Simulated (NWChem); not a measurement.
## Correlation energy of bromine monochloride (BrCl)

```
Cl
Br 1 2.1953
```
Charge 0, spin multiplicity 1.

The numbers come from NWChem runs, not from measurements. All single points use one geometry, from B3LYP/def2-SVP, a minimum by its harmonic frequencies.

Basis set: def2-TZVP. Each correlation energy counts from its own Hartree-Fock reference.

The Hamiltonian is non-relativistic. The correlated methods keep 14 core orbitals frozen. No row is a measurement; the coupled-cluster row has its own basis-set and correlation limits.

| method | correlation energy (mHa) |
|---|---|
| MP2 | (withheld) |
| SCS-MP2 | -440.8 |
| CR-CCSD[T] | -499.2 |
| CR-CCSD(T) | (withheld) |
| CCSD | -484.1 |
| CCSD+T(CCSD) | -503.4 |
| CCSD(T) | -503.0 |

### Question
Fill in the missing entries.

### Answer

- MP2, correlation energy (mHa): -460.6
- CR-CCSD(T), correlation energy (mHa): -498.9
